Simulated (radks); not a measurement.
Results of a calculation; reference values are marked as such.
Fractional charge and spin in the 5d shell of lead: the spin-up occupation runs from 4 to 5 and the spin-down occupation from 4 to 5; the fullest corner is Pb2+, [Xe] 4f14 6s2 5d(up 5, down 5). Level of theory: scalar-relativistic Kohn-Sham, r2SCAN, spin-polarised, spherical densities, finite nucleus; meta-GGA in the generalised Kohn-Sham scheme; Fermi nuclear charge, rms radius of each element as measured or else 0.836 A^(1/3) + 0.57 fm (a radial shooting solver on a logarithmic mesh with Libxc functionals). Energy (eV) above the fullest corner. The planes named below are the two flat planes that join the four corners, with an edge along up + down = one added electron.

down \ up        4     4.5       5
4          107.194  74.496  45.645
4.5         74.496  45.891  21.018
5           45.645  21.018   0.000

Corners above the fullest one (they belong to Pb3+ and the next ion): (up 5, down 4) 45.645 eV, (up 4, down 5) 45.645 eV, (up 4, down 4) 107.19 eV. With half an added electron in each spin the energy lies 0.247 eV from the planes, and with half an added electron in spin up alone -1.924 eV. The planes are only a guide here: the flat-plane condition holds for ground states with one frontier orbital, while this shell lies below other occupied shells, so the corners above the fullest one are inner-hole states and not the ground states of those ions.
